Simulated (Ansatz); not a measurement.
Energy profile

The step: SiHOF₃ ([OH][Si]([F])([F])[F]) + H₂ → SiHF₃ ([F][SiH]([F])[F]) + H₂O; bonds formed: Si1–H7, O2–H6; bonds broken: Si1–O2, H6–H7 (atoms numbered as in the saddle structure below).

Si1  (0.397, -0.137, 0.414)
O2  (-0.802, -0.201, -0.915)
F3  (1.257, -1.316, -0.252)
F4  (0.079, -0.811, 1.810)
F5  (1.497, 1.006, 0.378)
H6  (-1.092, 0.712, -0.311)
H7  (-0.762, 1.034, 0.727)
H8  (-0.573, -0.286, -1.851)
(Å)

Electronic energies by CCSD(T) at an estimated basis limit (MP2 extrapolated from triple and quadruple zeta, plus CCSD(T) − MP2 in triple zeta), on PBE0-D4/def2-TZVP structures; SiH$_{3}$OF$_{3}$, singlet; no counterpoise correction. Program: Ansatz 0.2.0. Basis: def2-TZVPP and def2-QZVPP. Cores are frozen in the correlated methods. Extrapolation: Hartree–Fock as exp(−7.88 √X), correlation as X^−2.97.

Task: Give the profile in eV, counted from the separated reactants. (To be estimated.)

Result: By the calculation:
```
                                                                                                                 point      eV
separated: SiHOF$_{3}$ (linked as [OH][Si]([F])([F])[F]; Si1, O2, F3, F4, F5, H8; singlet) + H$_{2}$ (H6, H7; singlet)   0.000
                                                                                                       start structure  -0.022
                                                                                                                saddle   2.445
                                                                                                         end structure   0.749
     separated: SiHF$_{3}$ (linked as [F][SiH]([F])[F]; Si1, F3, F4, F5, H7; singlet) + H$_{2}$O (O2, H6, H8; singlet)   0.940
```

No T1 diagnostic of these runs exceeds 0.012.

For scale, one of the runs: CCSD(T)/def2-TZVPP, 208 basis functions, launched by `ansatz run in.yaml --threads 4 --pin off --events-out ev --progress --plain --max-ram 9574MiB`. The run took 2.4 min on 4 CPU threads of an Intel Xeon (shared host), with 3.1 GiB of host memory at its peak.
